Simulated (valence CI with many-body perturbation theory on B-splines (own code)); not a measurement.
# Energy levels of I4+

Level of theory: relativistic CI+MBPT: three valence electrons over a frozen Dirac-Fock core [Kr] 4d10, a basis of 11 s, 11 p, 9 d, 7 f, 5 g, 2 h, 1 i functions for each j, with the one-electron correlation potential Σ1, the two-electron term Σ2, the three-electron term Σ3, Breit, model QED; selected CI, second order for the rest, scaled by the run's own slope (own B-spline code, finite nucleus).

No measured levels were compared; by estimate levels hold to about 250 cm⁻¹ or 0.2 % of their energy and the worst to 1 %, as in measured heavy ions of charge 2 to 7; those with d or f electrons hold less well. Core correlation moves these levels by up to 11000 cm⁻¹, and in measured spectra 5 to 20 % of such shifts remained as error; rates that hang on mixing are uncertain with them.

Levels 1 to 45 of 71, with energies above the lowest level, 5s²5p ²P°_1/2. "Leading %" is the weight of the configuration and term that name the level; weights of strongly mixed levels are sums over their largest components and can fall short. Lifetimes count E1, E2, E3, M1 and M2 decay at the calculated energies, and are blank where another channel may lead or the interval is too uncertain; long ones can be off by a factor of two.

| No. | Configuration | Term | J | E (cm⁻¹) | Leading % | Lifetime | g |
| --- | --- | --- | --- | --- | --- | --- | --- |
| 1 | 5s²5p | ²P° | 1/2 | 0.0 | 98 |  | 0.666 |
| 2 | 5s²5p | ²P° | 3/2 | 12231 | 97 | 60.2 ms | 1.334 |
| 3 | 5s5p² | ⁴P | 1/2 | 80748 | 95 | 28.7 ns | 2.637 |
| 4 | 5s5p² | ⁴P | 3/2 | 86642 | 98 | 182 ns | 1.726 |
| 5 | 5s5p² | ⁴P | 5/2 | 92316 | 90 | 36.3 ns | 1.564 |
| 6 | 5s5p² | ²D | 3/2 | 108680 | 85 | 1.39 ns | 0.821 |
| 7 | 5s5p² | ²D | 5/2 | 111720 | 80 | 3.01 ns | 1.237 |
| 8 | 5s5p² | ²P | 1/2 | 125960 | 58 | 154 ps | 1.224 |
| 9 | 5s5p² | ²S | 1/2 | 138480 | 58 | 183 ps | 1.478 |
| 10 | 5s5p² | ²P | 3/2 | 139840 | 92 | 107 ps | 1.312 |
| 11 | 5s²5d | ²D | 3/2 | 154530 | 84 | 79.1 ps | 0.808 |
| 12 | 5s²5d | ²D | 5/2 | 155970 | 86 | 89.7 ps | 1.201 |
| 13 | 5s²6s | ²S | 1/2 | 177440 | 96 | 101 ps | 2.002 |
| 14 | 4f5s² | ²F° | 7/2 | 189220 | 94 | 2.60 ns | 1.143 |
| 15 | 4f5s² | ²F° | 5/2 | 189220 | 94 | 2.52 ns | 0.857 |
| 16 | 5p³ | ²D° | 3/2 | 204470 | 40 | 352 ps | 1.205 |
| 17 | 5p³ | ²D° | 5/2 | 209920 | 69 | 1.25 ns | 1.199 |
| 18 | 5p³ | ⁴S° | 3/2 | 210090 | 65 | 175 ps | 1.591 |
| 19 | 5s²6p | ²P° | 1/2 | 211600 | 95 | 721 ps | 0.666 |
| 20 | 5s²6p | ²P° | 3/2 | 215400 | 94 | 617 ps | 1.331 |
| 21 | 5s5p5d | ⁴F° | 3/2 | 223980 | 93 | 2.31 ns | 0.431 |
| 22 | 5s5p5d | ⁴F° | 5/2 | 226440 | 92 | 1.49 ns | 1.045 |
| 23 | 5p³ | ²P° | 1/2 | 228920 | 79 | 295 ps | 0.666 |
| 24 | 5s5p5d | ⁴F° | 7/2 | 230240 | 90 | 1.16 ns | 1.249 |
| 25 | 5p³ | ²P° | 3/2 | 233010 | 55 | 290 ps | 1.326 |
| 26 | 5s5p5d | ⁴P° | 5/2 | 236530 | 55 | 100 ps | 1.475 |
| 27 | 5s5p5d | ⁴F° | 9/2 | 236620 | 98 |  | 1.334 |
| 28 | 5s5p5d | ⁴D° | 3/2 | 237470 | 63 | 80.4 ps | 1.336 |
| 29 | 5s5p5d | ⁴D° | 1/2 | 237650 | 87 | 69.2 ps | 0.226 |
| 30 | 5s5p5d | ⁴D° | 7/2 | 244940 | 90 | 76.6 ps | 1.413 |
| 31 | 5s5p5d | ⁴D° | 5/2 | 245510 | 54 | 83.9 ps | 1.318 |
| 32 | 5s5p5d | ⁴P° | 3/2 | 246310 | 56 | 90.1 ps | 1.452 |
| 33 | 5s5p5d | ⁴P° | 1/2 | 246530 | 90 | 98.5 ps | 2.453 |
| 34 | 5s5p5d | ²F° | 5/2 | 247110 | 55 | 133 ps | 1.094 |
| 35 | 5s5p5d | ²D° | 3/2 | 248300 | 59 | 100 ps | 0.949 |
| 36 | 5s5p5d | ²D° | 5/2 | 251960 | 50 | 127 ps | 1.129 |
| 37 | 5s5p5d | ²F° | 7/2 | 258670 | 95 | 161 ps | 1.144 |
| 38 | 5s5p6s | ⁴P° | 1/2 | 261770 | 90 | 156 ps | 2.516 |
| 39 | 5s5p6s | ⁴P° | 3/2 | 264520 | 57 | 118 ps | 1.544 |
| 40 | 5s²6d | ²D | 3/2 | 264710 | 93 | 461 ps | 0.795 |
| 41 | 5s²6d | ²D | 5/2 | 265360 | 92 | 532 ps | 1.196 |
| 42 | 5s5p5d | ²P° | 3/2 | 266550 | 40 | 87.8 ps | 1.397 |
| 43 | 4f5s5p | ⁴G | 5/2 | 267460 | 65 | 3.68 ns | 0.705 |
| 44 | 5s5p6s | ²P° | 1/2 | 267610 | 48 | 120 ps | 0.789 |
| 45 | 4f5s5p | ⁴G | 7/2 | 268550 | 46 | 6.32 ns | 1.124 |

Names give the largest LS component (configuration and term), which can be under half, so a name can repeat, a term be missing and a line seem to break the LS rules; names also repeat where a configuration has a term twice.

The ionisation energy to 5s² ¹S0 of the next ion comes out as 51.463 eV (NIST: 51.52 ± 0.04 eV (measured)). All 71 levels together are meant to be complete up to 291130 cm⁻¹.
